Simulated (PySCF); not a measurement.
Ionisation energy of Zr²⁰⁺ by level of theory

Zr²⁰⁺ [Ar] 3d2 [3d3/2^2, M_J = 2] → Zr²¹⁺ [Ar] 3d1 [3d3/2^1, M_J = 3/2], as a difference of total energies. All numbers are calculated (PySCF 2.14, the two-component X2C-1e Hamiltonian, in an even-tempered Gaussian basis (16 s from 2.3 bohr⁻², ratio 2.8; 12 p from 2.9 bohr⁻², ratio 2.8; 8 d from 2.9 bohr⁻², ratio 2.8; 3 f from 9.4 bohr⁻², ratio 3)). Correlated levels: [Ne] frozen; the 74 highest virtual spinors dropped. "Screened" scales the spin-orbit matrix elements by Boettger's factors to mimic the two-electron term; Breit and QED terms are absent.

```json
{"method": "GHF (spin-free)", "ionisation energy (eV)": "862.81"}
{"method": "GMP2 (spin-free)", "ionisation energy (eV)": "862.82"}
{"method": "GHF (screened spin-orbit)", "ionisation energy (eV)": "863.66"}
{"method": "GMP2 (screened spin-orbit)", "ionisation energy (eV)": "863.70"}
```

Breit and QED terms and the two-electron picture change are absent.

The spin-free rows relax to the high-spin LS determinant and lack the spin-orbit shift.

The labels give the starting determinants; with spin-orbit coupling the two ends relaxed to ⟨J²⟩ = 6.47, ⟨L²⟩ = 11.37, ⟨S²⟩ = 1.80 and ⟨J²⟩ = 3.75, ⟨L²⟩ = 6.01, ⟨S²⟩ = 0.75.

The determinant of Zr²⁰⁺ mixes levels of different J (the jj label is only the starting occupation), so the difference between spin-free and spin-orbit rows is not the physical spin-orbit shift.

For comparison: 863 ± 4 eV (theoretical estimate listed by NIST; NIST Atomic Spectra Database, ionization energies).
